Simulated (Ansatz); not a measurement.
`N[Si@@H](Cl)[C@H](O)F`, charge 0, multiplicity 1.

Question: Give a relaxed structure at PBE0-D4/def2-TZVP (Ansatz 0.2.0). (Best estimate.)

Answer: Computed: 
```xyz
11

N     0.7222    0.3101   -1.6170
Si    0.7680   -0.5087   -0.1389
Cl    2.4412   -0.1594    1.0303
C    -0.6944    0.1426    0.9017
O    -1.8594   -0.4456    0.4712
F    -0.7564    1.5308    0.7027
H     1.2666    0.0182   -2.4108
H     0.5007    1.2925   -1.6414
H     0.7240   -1.9684   -0.3582
H    -0.5381    0.0188    1.9806
H    -2.5744   -0.2310    1.0797
```
This is one stationary point; other conformers may exist.
